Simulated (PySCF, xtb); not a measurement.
TiI3H, SMILES [I][TiH]([I])[I], multiplicity 1.

Harmonic wavenumbers (cm⁻¹) from xtb 6.7.1 with GFN2-xTB at its own minimum, in rising order: 51, 51, 73, 221, 301, 301, 514, 514, 1674.

Problem. What does PBE-D3(BJ)/def2-SVP (PySCF) give at its own minimum? (Estimate from the structure and the level; the computed values follow.)

Solution. 47, 47, 62, 182, 314, 314, 454, 454, 1719. Paired by order, the mean absolute difference is 28 cm⁻¹ and the zero-point energies are 5.3 and 5.1 kcal/mol.
